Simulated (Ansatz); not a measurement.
MnN₄F₂H₁₂⁺, that is trans-MnF2(NH3)4 with one electron fewer. The state is a singlet with charge 1. Geometry PBE-D4/def2-SVP, that of the neutral doublet.

Cartesian coordinates in Å:
```
Mn 0.000 0.001 -0.001
F -0.134 -1.036 1.638
F 0.143 1.039 -1.639
N 1.835 -0.590 -0.691
H 2.698 -0.392 -0.163
H 1.752 0.086 -1.486
H 1.956 -1.542 -1.073
N -1.837 0.585 0.696
H -2.701 0.381 0.171
H -1.967 1.532 1.087
H -1.743 -0.097 1.486
N 0.833 1.288 1.359
H 1.820 1.577 1.290
H 0.737 0.559 2.105
H 0.316 2.132 1.650
N -0.834 -1.282 -1.364
H -1.824 -1.561 -1.304
H -0.323 -2.131 -1.654
H -0.726 -0.551 -2.107
```

At PBE-D4/def2-TZVP an occupied level lies above an empty one.

**Question.** Estimate the orbital energies around the gap (eV) in Ansatz with PBE-D4/def2-TZVP, r2SCAN-D4/def2-TZVP, PBE0-D4/def2-TZVP.

**Answer.** 
| orbital | PBE-D4/def2-TZVP | r2SCAN-D4/def2-TZVP | PBE0-D4/def2-TZVP |
| --- | --- | --- | --- |
| HOMO−5 | -12.30 | -12.58 | -14.04 |
| HOMO−4 | -12.11 | -12.49 | -13.94 |
| HOMO−3 | -11.92 | -12.24 | -13.60 |
| HOMO−2 | -11.85 | -12.21 | -13.52 |
| HOMO−1 | -9.04 | -9.66 | -12.03 |
| HOMO | -8.56 | -9.23 | -11.64 |
| LUMO | -9.28 | -9.17 | -7.77 |
| LUMO+1 | -6.87 | -6.79 | -5.68 |
| LUMO+2 | -6.42 | -6.28 | -5.29 |
| LUMO+3 | -4.87 | -4.21 | -4.06 |
| LUMO+4 | -3.92 | -3.13 | -3.06 |
| LUMO+5 | -3.77 | -2.96 | -2.93 |
